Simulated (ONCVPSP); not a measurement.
# Before and after: ONCV potential for scandium (Sc)

| Quantity | Value |
| --- | --- |
| Element | scandium |
| Generator | ONCVPSP 4.0.1 |
| Type | optimised norm-conserving Vanderbilt (ONCV) |
| Functional | PW91 |
| Relativity | scalar-relativistic |
| Frozen core | [Ne] |
| Valence charge | 11 |
| Reference configuration | 3s2 3p6 3d1 4s2 |
| Partial waves | 3s+4s: rc 1.80 bohr, ncon 4, nbas 7, qcut 7.1 1/bohr, 2 projectors; 3p: rc 1.80 bohr, ncon 3, nbas 7, qcut 7.5 1/bohr, 2 projectors, debl 3.8 Ha; 3d: rc 2.85 bohr, ncon 3, nbas 8, qcut 4.6 1/bohr, 3 projectors, debl 2 Ha |
| Local potential | polynomial inside 1.65 bohr (lpopt 5, dvloc0 0 Ha) |
| Core correction | polynomial model core, fcfact 0.65 |

Change: s: qcut 5.4; p: qcut 5.7; d: qcut 3.5.

Cutoffs: the cutoffs (Ha) at which the residual kinetic energy of the hardest occupied pseudo-wave falls to 1 and 0.1 mHa per electron; they do not see the model core or the augmentation charge, which bear on the density cutoff. Errors are all-electron minus pseudo energies relative to the spin-unpolarised reference configuration.

**Question.** How do hardness, ghosts and transferability respond?

**Answer.** The potential gets harder (17 Ha and 21 Ha → 28 Ha and 51 Ha); a bound ghost appears in s, which as a rule spoils a file; of the 3 tests that both files solve, the error grows in 3 and shrinks in 0 by more than 15 % and 0.3 meV (median size 22.0 → 44.1 meV); the range in which the s phases agree narrows (upper end at the end of the scan → 0.4).

| quantity | base | changed |
| --- | --- | --- |
| cutoff, loose | 17 Ha | 28 Ha |
| cutoff, tight | 21 Ha | 51 Ha |
| loose cutoff by channel | s 15 Ha, p 17 Ha, d 8.9 Ha | s 9.5 Ha, p 14 Ha, d 28 Ha |
| bound ghosts | none | s |
| GHOST(+) flags under 300 eV | none | none |
| tests with a reliable result | 3 of 4 | 3 of 4 |
| error for 3s2 3p6 3d1 4s1, meV [ΔE 6.94 eV] | -1.2 | -26 |
| error for 3s2 3p6 3d1 4s0, meV [ΔE 19.72 eV] | -30 | -117 |
| error for 3s2 3p6 3d1 4s0 4p1, meV [ΔE 10.37 eV] | -22 | -44 |
| s: phases at 1.82 bohr within 0.05 rad from the reference energy up to (Ha; the scan ends near 5) | to the end of the scan | 0.4 |
| p: phases at 1.82 bohr within 0.05 rad from the reference energy up to (Ha; the scan ends near 5) | to the end of the scan | to the end of the scan |
| d: phases at 2.89 bohr within 0.05 rad from the reference energy up to (Ha; the scan ends near 5) | 0.5 | 0.2 |
| rms error of d²Exc/dni dnj with the model core, mHa | 3.23 | 5.09 |

Base: The cutoffs count occupied waves only; projector 3 of the d channel, the hardest unoccupied one, needs 51 Ha at the loose tolerance. A true bound ghost makes a file unfit for plane-wave use even where its test errors are small: the radial tests pick states by their node count and pass the ghost by.
